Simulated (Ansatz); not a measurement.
One change: `Cl[SiH2][SnH3]` becomes `Cl[SiH2][SbH2]`.

Ansatz, PBE0-D4/def2-TZVP geometries, multiplicity 1. 

Elements past krypton have def2 core potentials.

| property | `Cl[SiH2][SnH3]` |
| --- | --- |
| HOMO–LUMO gap (ωB97M-V/def2-TZVPP) / eV | 11.01 |
| LUMO energy (ωB97M-V/def2-TZVPP) / eV | 1.11 |
| HOMO energy (B3LYP/def2-TZVPP) / eV | -7.70 |
| HOMO–LUMO gap (B3LYP/def2-TZVPP) / eV | 6.89 |
| HOMO energy (PBE0/def2-TZVPP) / eV | -7.90 |
| HOMO–LUMO gap (PBE/def2-TZVPP) / eV | 5.33 |

(1) What does the change do to each property? (An estimate is asked.)

Results:

(1) The calculation gave: 
```json
{"property": "HOMO–LUMO gap (ωB97M-V/def2-TZVPP) / eV", "`Cl[SiH2][SbH2]`": "10.13", "shift": "-0.88"}
{"property": "LUMO energy (ωB97M-V/def2-TZVPP) / eV", "`Cl[SiH2][SbH2]`": "0.82", "shift": "-0.29"}
{"property": "HOMO energy (B3LYP/def2-TZVPP) / eV", "`Cl[SiH2][SbH2]`": "-7.16", "shift": "0.54"}
{"property": "HOMO–LUMO gap (B3LYP/def2-TZVPP) / eV", "`Cl[SiH2][SbH2]`": "6.08", "shift": "-0.81"}
{"property": "HOMO energy (PBE0/def2-TZVPP) / eV", "`Cl[SiH2][SbH2]`": "-7.35", "shift": "0.55"}
{"property": "HOMO–LUMO gap (PBE/def2-TZVPP) / eV", "`Cl[SiH2][SbH2]`": "4.73", "shift": "-0.60"}
```

With PBE0 the HOMO rises by 0.55 eV and the LUMO falls by 0.23 eV, so the gap narrows by about 0.78 eV. PBE moves the HOMO by 0.45 eV and ωB97M-V by 0.57 eV. The zero-point energy changes by -17.0 kJ/mol with -3 modes.

B3LYP here is the variant with VWN-RPA as its local correlation; programs differ in this.

Spin–orbit coupling is left out; it splits and shifts lone-pair levels of the heavy atoms by tenths of an eV.
